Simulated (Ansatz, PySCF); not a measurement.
Reaction (SMILES): CC[O][Ge]([Cl])([Cl])[Cl] [trichloro(ethoxy)germane] + 6 [H][H] (H2) → 2 C (CH4) + 3 Cl (HCl) + [GeH4] (GeH4) + O (H2O)
Each molecule is optimised on its own at B3LYP-D3(BJ)/def2-TZVP (Ansatz, a quantum-chemistry and plane-wave program), one conformer each, not searched for the lowest. Frequencies are from PySCF.

Property: energy of full hydrogenation (enthalpy at 298 K, with B3LYP-D3(BJ) rigid-rotor harmonic-oscillator terms), in eV. Cores are frozen in the correlated levels unless marked. Spin-orbit coupling is left out. The frozen core is the preceding noble-gas configuration, with the filled d and f shells of earlier blocks. Non-relativistic. CBS(X,Y): correlation extrapolated as X^-3; Hartree-Fock from the larger set. The bracket is a focal-point correction in the basis named.

| level | program | energy of full hydrogenation (eV) |
|---|---|---|
| HF/6-31G | Ansatz | 0.06 |
| HF/def2-SVP | Ansatz | -0.40 |
| HF/def2-SVPD | Ansatz | -0.80 |
| BHLYP-D3(BJ)/def2-TZVPD | Ansatz + dftd3 | 0.41 |
| BHLYP-D4/def2-TZVPD | Ansatz + dftd4 | 0.44 |
| LC-wPBE-D4/def2-TZVPD | Ansatz + dftd4 | 0.36 |
| MP2/CBS(def2-TZVPP,def2-QZVPP) | Ansatz | 1.01 |
| RI-MP2/def2-QZVPPD | Ansatz | 0.97 |
| SCS-MP2/6-31G* | Ansatz | 1.81 |
| SCS-MP2/def2-SVPD | Ansatz | 0.09 |
| SCS-MP2/def2-QZVPP | Ansatz | 0.76 |
| CCSD/6-31G | Ansatz | 1.31 |
| CCSD(T)/STO-3G | Ansatz | 3.45 |
| RI-MP2/CBS(def2-TZVPP,def2-QZVPP)+[CCSD(T)-MP2]/def2-SVP | Ansatz | 0.68 |
| CCSD(T)/CBS(def2-TZVPP,def2-QZVPP) | Ansatz | 0.69 |
